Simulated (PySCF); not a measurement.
Species: CH7FO2Si2.
Atom-mapped SMILES: `[CH3:1][O:2][Si@H:3]([F:4])[O:5][SiH3:6]` (hydrogens: H7, H8, H9 on C1; H10 on Si3; H11, H12, H13 on Si6)

Torsions of this conformer, `[CH3:1][O:2][Si@H:3]([F:4])[O:5][SiH3:6]`: C1–O2–Si3–F4 -51°, O2–Si3–O5–Si6 29°.

The closed-shell ground state was solved at several levels (PySCF, density fitting, gas phase, non-relativistic). Isolated species at its PBE0-D3(BJ)/def2-SVP geometry (one conformer only).

| level | basis functions | total energy (Eh) | HOMO (eV) | LUMO (eV) | gap (eV) | dipole (D) |
| --- | --- | --- | --- | --- | --- | --- |
| PBE0/pcSseg-0 | 76 | -869.8302 | -8.57 | 0.59 | 9.16 | 1.82 |
| B97-2/pcSseg-1 | 151 | -871.6489 | -8.44 | 0.38 | 8.82 | 1.56 |
| B3LYP/6-31G* | 106 | -871.7643 | -8.18 | 0.33 | 8.51 | 1.43 |
| PBE0/pcSseg-2 | 328 | -871.3927 | -8.76 | 0.01 | 8.77 | 1.49 |
| PBE0/6-311+G(2d,p) | 220 | -871.3384 | -8.75 | -0.13 | 8.62 | 1.50 |
| PBE0/6-31G | 76 | -870.9742 | -8.55 | 0.38 | 8.93 | 1.86 |
| KT3/pcSseg-1 | 151 | -880.0965 | -7.23 | -0.60 | 6.63 | 1.45 |
| HF/pcSseg-1 | 151 | -869.1003 | -12.71 | 3.72 | 16.43 | 1.72 |

(1) What might OPBE/pcSseg-1 (151 basis functions) give for the same quantities?

(2) Over all these levels, which gives the widest orbital gap and which the narrowest?

(3) How much does the basis alone move the frontier levels among the 4 PBE0 rows?

(4) In the pcSseg-1 basis, how does the gap go with the fixed share of exact exchange?

(5) How far do the dipole and the HOMO energy spread over the levels?

Results:

(1) Total energy -871.4660 Eh, HOMO -7.08 eV, LUMO -0.36 eV, gap 6.72 eV, dipole 1.46 D.

(2) HF/pcSseg-1 (Hartree–Fock, all exact exchange) has the widest, 16.43 eV, and KT3/pcSseg-1 (GGA) the narrowest, 6.63 eV. The two share the basis. From the narrowest to the widest the HOMO moves by -5.48 eV and the LUMO by +4.32 eV.

(3) The HOMO by 0.21 eV and the LUMO by 0.72 eV. By rising basis size (HOMO, LUMO in eV): pcSseg-0 -8.57, 0.59; 6-31G -8.55, 0.38; 6-311+G(2d,p) -8.75, -0.13; pcSseg-2 -8.76, 0.01.

(4) KT3 (0 %) 6.63 eV; OPBE (0 %) 6.72 eV; B97-2 (21 %) 8.82 eV; HF (100 %) 16.43 eV. Each rise in the share widens the gap here.

(5) The dipole runs from 1.43 to 1.86 D (mean 1.59 D) and the HOMO from -12.71 to -7.08 eV.
